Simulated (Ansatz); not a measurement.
`[NH2][Ge]([OH])([F])[Cl]` → `[NH2][Ge]([F])[Cl]`• + `[OH]`•  (homolysis of the Ge–O bond)

Calculated with Ansatz (gas phase, PBE0-D4/def2-TZVP geometries, no zero-point term in ΔE). CCSD(T)/CBS adds triple-zeta CCSD(T) − MP2 to the extrapolated MP2 energy (def2 sets, frozen cores). This one scheme is used for every species. DFT in def2-TZVPP. No spin–orbit coupling; open shells (•) take unrestricted orbitals. For Ge outer-core shells are correlated without core-valence functions, which leaves a few kJ/mol of doubt a bond. Scalar relativity is left out up to krypton. One conformer a species, not always the lowest.

`[NH2][Ge]([OH])([F])[Cl]`:

Cartesian coordinates in Å:
```
N 0.320 1.359 -0.436
Ge -0.192 -0.200 0.283
O 1.181 -1.277 0.280
F -0.714 0.144 1.886
Cl -1.857 -1.226 -0.596
H 0.695 1.298 -1.372
H -0.358 2.104 -0.373
H 0.926 -2.202 0.328
```

`[NH2][Ge]([F])[Cl]`•:

Z-matrix (Å, degrees):
```
N
Ge 1 1.833
H 1 1.013 2 114.0
H 1 1.012 2 114.9 3 -128.0
F 2 1.741 1 103.1 3 -53.3
Cl 2 2.161 1 107.3 3 -167.1
```

`[OH]`•:

Z-matrix (Å, degrees):
```
O
H 1 0.973
```

(1) What is ΔE at CCSD(T)/CBS? (Best estimate.)

(2) What do these levels give: BLYP-D4, ωB97M-V, CCSD/def2-SVP, SCS-MP2/def2-TZVPP, CCSD/def2-TZVPP, MP2/CBS(def2)? (Best estimate.)

Largest T1 diagnostic among the species: 0.014.

Results:

(1) Ansatz gave: +467.5 kJ/mol.

(2) The calculation gave: BLYP-D4 410.2, ωB97M-V 447.8, CCSD/def2-SVP 438.6, SCS-MP2/def2-TZVPP 475.9, CCSD/def2-TZVPP 448.3, MP2/CBS(def2) 500.0 kJ/mol.

The D4 term adds +8.5 kJ/mol with B3LYP and +4.6 kJ/mol with PBE0; it sums over pairs of atoms, weighted by their polarisabilities, and B3LYP, whose exchange is more repulsive, gets the larger term. From BLYP to BHLYP (50 % exact exchange), in def2-TZVPP and without D4, ΔE moves by +15.2 kJ/mol. In def2-TZVPP, CCSD(T) changes the Hartree–Fock value by +128.9 kJ/mol (the triples alone add +8.9 kJ/mol) and MP2 by +161.4 kJ/mol; breaking electron pairs costs correlation energy, which Hartree–Fock lacks.

B3LYP here is the variant with VWN-RPA as its local correlation; programs differ in this.
